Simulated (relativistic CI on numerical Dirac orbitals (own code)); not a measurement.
**Fe⁺ in a cubic cluster: L2,3 absorption with charge transfer**

Computed with a charge-transfer multiplet model of a cubic metal-ligand cluster with up to 3 ligand holes, Slater and spin-orbit integrals from Dirac-Coulomb-Breit ions, Slater integrals scaled by 0.8. The ground state mixes d7 with configurations of k ligand holes L, whose averages lie at kΔ + k(k − 1)U_dd/2; a core hole lowers each added d electron by U_cd. 20 K, Lorentzian 0.4 eV and Gaussian 0.3 eV FWHM.

Atomic integrals in eV (Slater integrals scaled, ζ unscaled), ground: F2dd 7.751, F4dd 4.773, zeta_d 0.042; with the core hole: F2dd 8.441, F4dd 5.207, zeta_d 0.059, zeta_core 8.141, F2cd 4.939, G1cd 3.627, G3cd 2.059.

Cluster parameters (eV): U_dd = 5.6, U_cd = 6.5, 10Dq = 0.45, 10Dq(ligand) = 1.1, V(eg) = 1.85, V(t2g) = -0.95, final-state hopping factor = 0.8.

```tsv
Case	n_d	d7	d8L	d9L2	d10L3	S
Δ = 3.9 eV	7.20	0.80	0.19	0.01	0.00	1.50
Δ = 5.9 eV	7.12	0.88	0.12	0.00	0.00	1.50
Δ = 6.9 eV	7.10	0.90	0.10	0.00	0.00	1.50
Δ = 7.9 eV	7.08	0.92	0.08	0.00	0.00	1.50
Δ = 8.9 eV	7.07	0.93	0.07	0.00	0.00	1.50
```

Weights, n_d and S are thermal averages at 20 K. Photon energies count from the first peak over 30 % of the highest in each spectrum, which can be another peak from case to case. The parameters are a model scan and need not match a compound or its usual spin state. Peaks in eV (height, largest 100):
- Δ = 3.9 eV: 0.0 (57), 0.9 (100), 1.4 (100), 2.3 (99), 14.4 (36)
- Δ = 5.9 eV: 0.0 (53), 0.7 (100), 1.4 (100), 2.2 (96), 14.3 (41), 15.6 (6)
- Δ = 6.9 eV: 0.0 (100), 0.6 (99), 1.5 (94), 13.6 (42), 14.9 (6)
- Δ = 7.9 eV: 0.0 (99), 0.6 (100), 1.4 (92), 13.5 (42), 14.9 (5)
- Δ = 8.9 eV: 0.0 (100), 0.6 (100), 1.5 (92), 13.6 (44), 15.1 (5)

Curve for Δ = 3.9 eV (points under 2 left out, the grid thinned):

```tsv
E (eV)	Intensity
-1.9	2.1
-1.6	2.7
-1.3	3.6
-1.1	4.6
-0.8	7.2
-0.5	14.3
-0.2	39.2
0.1	55.7
0.4	55.5
0.6	82.8
0.9	100.0
1.2	93.3
1.5	96.2
1.8	67.4
2.0	75.0
2.3	99.1
2.6	63.1
2.9	40.7
3.2	26.1
3.5	15.3
3.7	13.3
4.0	10.4
4.3	8.0
4.6	5.4
4.9	3.6
5.1	3.3
5.4	2.6
5.7	2.3
6.0	2.6
6.3	2.6
12.8	2.1
13.0	2.9
13.3	5.9
13.6	15.7
13.9	24.6
14.2	33.2
14.4	35.7
14.7	29.5
15.0	17.4
15.3	9.0
15.6	7.6
15.9	5.5
16.1	3.8
16.4	2.6
16.7	2.0
```

For the case Δ = 6.9 eV, Δ = 6.9 eV is larger than U_dd = 5.6 eV, the Mott-Hubbard side of the Zaanen-Sawatzky-Allen scheme. With the core hole the configuration with one ligand hole lies at Δ + U_dd − U_cd = 3.0, 5.0, 6.0, 7.0, 8.0 eV from the one without, in the order of the table; where this is negative the screened configuration lies lower.
